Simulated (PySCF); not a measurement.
# Working out the ionisation energy of Se

Se [Ar] 3d10 4s2 4p4 (3P) → Se⁺ [Ar] 3d10 4s2 4p3 (4S). All numbers are calculated (PySCF 2.14, scalar relativity by spin-free X2C-1e, in x2c-TZVPPall). Frozen: [Ne]. Energies in hartree (1 hartree = 27.21139 eV):

```tsv
part	Se (lower)	Se⁺ (upper)
UHF	-2428.066400	-2427.752446
MP2 opposite-spin	-0.200850	-0.178447
MP2 same-spin	-0.094842	-0.090610
```

**Question.** What does Hartree-Fock give?

**Answer.** (-2427.752446) − (-2428.066400) = 0.313954 hartree = 8.543 eV.

**Question.** What do MP2 and SCS-MP2 (6/5 opposite-spin, 1/3 same-spin) give?

**Answer.** The opposite-spin parts differ by 0.610 eV and the same-spin parts by 0.115 eV. MP2: 8.543 + (0.610) + (0.115) = 9.268 eV. SCS-MP2: 8.543 + 1.2 × (0.610) + (0.115)/3 = 9.313 eV.

Measured between the centres of the two terms (NIST): 9.635 eV, so MP2 (valence and next inner shell) is off by -0.367 eV.

What remains against the reference includes basis incompleteness, the frozen core and correlation beyond second order.
